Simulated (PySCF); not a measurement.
Calculated molecular-ion clusters (M+•, centroid m/z and relative intensity) of several compounds:

1. 133.9765 (100.0), 134.9799 (4.5), 135.9737 (32.7), 136.9771 (1.5)
2. 180.1062 (100.0), 181.1096 (12.1), 182.1131 (0.7)
3. 70.0413 (100.0), 71.0447 (4.4)

Lines and terms under 0.3 % are left out. Candidates, as SMILES:
A. `CC(C)CP(C)c1ccccc1`
B. `Cc1oc(=O)oc1Cl`
C. `C/C=C/C=O`

Problem. Match clusters and compounds, and give each formula.

Solution. 
1 = B, C4H3ClO3, monoisotopic mass of the neutral 133.9771 u; relative to that species, one 13C gives 4.3 % at +1, one 37Cl gives 32.0 % at +2 and one 18O gives 0.6 % at +2.
2 = A, C11H17P, monoisotopic mass of the neutral 180.1068 u; relative to that species, one 13C gives 11.9 % at +1.
3 = C, C4H6O, monoisotopic mass of the neutral 70.0419 u; relative to that species, one 13C gives 4.3 % at +1.

Problem. What is the mean mass of the whole cluster 1, and how does it compare with the molar mass?

Solution. 134.517 u over all lines, faint ones too (the ion lacks one electron, 0.0005 u); standard atomic weights give 134.515 g/mol for C4H3ClO3.

Problem. Give the exact less the nominal mass of each, in mDa.

Solution. C11H17P +106.8, C4H3ClO3 -22.9, C4H6O +41.9 (neutral, monoisotopic).

Abundances used (%; other tables differ somewhat): 12C 98.93, 13C 1.07; 16O 99.757, 17O 0.038, 18O 0.205; 35Cl 75.78, 37Cl 24.22; 1H 99.9885, 2H 0.0115.

Isomers would give the same cluster, so the cluster fixes the formula at best.
